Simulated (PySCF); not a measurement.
**Correlation energy of Tl⁴⁺ (thallium, charge +4)**

Starting occupation: [Xe] 4f14 5d9, 5d3/2 with m_j = -1/2, +1/2, +3/2, 5d5/2 with m_j = -5/2, -3/2, -1/2, +1/2, +3/2, +5/2. Computed with PySCF 2.14 in x2c-QZVPPall-2c, with X2C-1e with screened-nucleus spin-orbit coupling, Gaussian nucleus. Frozen: [Kr] 4d10 4f14; 17 electrons correlated; the 48 highest virtual spinors left out.

MP2 pair energies summed by pair of shells (mhartree):

```json
{"pair": "5d3/2-5d5/2", "energy": "-104.03", "share (%)": "24.3"}
{"pair": "5d5/2-5d5/2", "energy": "-97.55", "share (%)": "22.8"}
{"pair": "5d5/2-5p3/2", "energy": "-45.78", "share (%)": "10.7"}
{"pair": "5d5/2-5p1/2", "energy": "-30.91", "share (%)": "7.2"}
{"pair": "5d3/2-5p3/2", "energy": "-26.06", "share (%)": "6.1"}
{"pair": "5d3/2-5d3/2", "energy": "-20.09", "share (%)": "4.7"}
{"pair": "5d3/2-5p1/2", "energy": "-17.95", "share (%)": "4.2"}
{"pair": "5p1/2-5p3/2", "energy": "-17.10", "share (%)": "4.0"}
{"pair": "5p3/2-5p3/2", "energy": "-16.48", "share (%)": "3.8"}
{"pair": "5d5/2-5s1/2", "energy": "-15.71", "share (%)": "3.7"}
{"pair": "5p3/2-5s1/2", "energy": "-12.87", "share (%)": "3.0"}
{"pair": "5d3/2-5s1/2", "energy": "-8.00", "share (%)": "1.9"}
{"pair": "5p1/2-5s1/2", "energy": "-7.04", "share (%)": "1.6"}
{"pair": "5p1/2-5p1/2", "energy": "-5.08", "share (%)": "1.2"}
{"pair": "5s1/2-5s1/2", "energy": "-3.55", "share (%)": "0.8"}
```

Total MP2 correlation energy: -428.20 mhartree.

This basis was not built for core-valence correlation, so the inner-shell part is incomplete.
